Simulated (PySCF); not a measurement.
Species: C7H10N2.
Bonds: C1–C2, C2–C3, C3–N4 (aromatic), N4–N5 (aromatic), N5–C6 (aromatic), C6–C7 (aromatic), C7–C8 (aromatic), C8–C9, C3–C8 (aromatic). Hydrogens: H10, H11, H12 on C1; H13, H14 on C2; H15 on C6; H16 on C7; H17, H18, H19 on C9.

Computed with PySCF at PBE0/pcSseg-1 and B3LYP/def2-SVPD, non-relativistic, on one gas-phase PBE0-D3(BJ)/def2-SVP geometry that isn't relaxed in the solvent. The solvent is an IEF-PCM continuum (van der Waals radii × 1.2). The model holds no explicit solvent molecules, cavitation or dispersion.

Gas phase at PBE0/pcSseg-1: HOMO -6.52 eV, LUMO -1.16 eV, dipole 4.47 D.

Q: What does the continuum do to the energy, the frontier levels and the dipole at PBE0/pcSseg-1 in benzene and dichloromethane?

A: 
| solvent | ε | E(solvent) − E(gas) (kcal/mol) | polarisation term (kcal/mol) | distortion of the solute (kcal/mol) | HOMO (eV) | LUMO (eV) | dipole (D) |
| --- | --- | --- | --- | --- | --- | --- | --- |
| benzene | 2.271 | -3.51 | -3.94 | 0.43 | -6.66 | -1.17 | 5.25 |
| dichloromethane | 8.93 | -7.06 | -8.84 | 1.78 | -6.82 | -1.21 | 6.09 |

The polarisation term is half the interaction of the solute with the surface charges that it induces; the rest is the cost of distorting the solute's density. The sum is the electrostatic part of solvation alone. From benzene to dichloromethane the lowering changes by a factor 2.01, Onsager's factor (ε − 1)/(2ε + 1) by 1.83 and ε itself by 3.9.

Q: Which radius a makes the point-dipole formula ΔE = −[(ε − 1)/(2ε + 1)]·μ²/a³ give the value in dichloromethane, with the gas-phase dipole?

A: μ = 1.759 au and |ΔE| = 0.01125 Eh give a = 2.58 Å; the farthest nucleus lies 3.81 Å from the centroid of the nuclei, so such a sphere wouldn't even hold the nuclei. The formula assumes a rigid point dipole at the centre of a sphere.

Q: Which IAO charges (PBE0/pcSseg-1) respond most in benzene (means over atoms taken as equivalent)?

A: 
| atoms | environment | gas (e) | solvent (e) | change |
| --- | --- | --- | --- | --- |
| N5 | pyridine-type nitrogen | -0.160 | -0.182 | -0.022 |
| N4 | pyridine-type nitrogen | -0.173 | -0.190 | -0.017 |
| H16 | aromatic hydrogen | +0.154 | +0.163 | +0.009 |
| H15 | aromatic hydrogen | +0.161 | +0.167 | +0.006 |
| C8 | substituted aromatic carbon | +0.012 | +0.018 | +0.006 |
| H13/H14 | methylene hydrogen | +0.140 | +0.145 | +0.005 |

Q: Which Mayer bond orders change most in benzene?

A: 
| bond | length (Å) | gas | solvent | change |
| --- | --- | --- | --- | --- |
| N4–N5 | 1.316 | 1.303 | 1.293 | -0.010 |
| C6–C7 | 1.397 | 1.325 | 1.329 | +0.004 |
| C2–H14 | 1.105 | 0.925 | 0.922 | -0.003 |
| C6–H15 | 1.095 | 0.966 | 0.963 | -0.003 |
| C9–H18 | 1.102 | 0.936 | 0.933 | -0.003 |
| C9–H19 | 1.098 | 0.947 | 0.944 | -0.003 |
| C8–C9 | 1.495 | 1.090 | 1.093 | +0.003 |
| C2–C3 | 1.504 | 1.023 | 1.025 | +0.002 |

Q: How do the nuclear quadrupole coupling constants eQVzz/h respond in benzene?

A: 
| nucleus | Q (barn) | gas (MHz) | solvent (MHz) | η gas | η solvent |
| --- | --- | --- | --- | --- | --- |
| 14N at N4 | 0.02044 | -6.08 | -5.98 | 0.11 | 0.08 |
| 14N at N5 | 0.02044 | -6.13 | -5.99 | 0.13 | 0.10 |

Gas phase at B3LYP/def2-SVPD: HOMO -6.21 eV, LUMO -1.40 eV, dipole 4.43 D.

Q: What does the continuum do to the energy, the frontier levels and the dipole at B3LYP/def2-SVPD in benzene?

A: 
```json
{"solvent": "benzene", "ε": "2.271", "E(solvent) − E(gas) (kcal/mol)": "-3.37", "polarisation term (kcal/mol)": "-3.82", "distortion of the solute (kcal/mol)": "0.45", "HOMO (eV)": "-6.34", "LUMO (eV)": "-1.39", "dipole (D)": "5.27"}
```

Q: How does the static polarisability (B3LYP/def2-SVPD, frozen core, with the continuum's full static response) change?

A: 
| medium | isotropic (au) | principal values (au) | ⟨r²⟩ of the electrons (bohr²) |
| --- | --- | --- | --- |
| gas | 96.1 | 64.0, 106.2, 118.3 | 1229.9 |
| benzene | 110.9 | 72.8, 123.5, 136.3 | 1229.5 |

The isotropic value in benzene is 1.15 times the gas-phase one; no cavity-field correction is applied. ⟨r²⟩ is taken about the centre of nuclear charge.

On Arm Neoverse V1, one thread, shared host, this took 32 s and 1.1 GiB of memory at its peak. This is the whole shielding run at PBE0/pcSseg-1 in dichloromethane, SCF included.

Shape of the structure used: `[CH3:1][CH2:2][c:3]1[n:4][n:5][cH:6][cH:7][c:8]1[CH3:9]`: C1–C2–C3–N4 0°.
